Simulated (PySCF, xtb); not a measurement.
C2H2O, SMILES C1=CO1.

Harmonic wavenumbers (cm⁻¹) from GFN2-xTB run with xtb at its own minimum, in rising order: 236, 397, 713, 857, 877, 1154, 1844, 3293, 3336.

Problem. What does PBE0-D3(BJ)/def2-TZVP (PySCF) give at its own minimum? (Estimate from the structure and the level; the computed values follow.)

Solution. 189, 552, 637, 912, 974, 1102, 1850, 3340, 3414. Paired by order, the mean absolute difference is 68 cm⁻¹ and the zero-point energies are 18.2 and 18.5 kcal/mol.
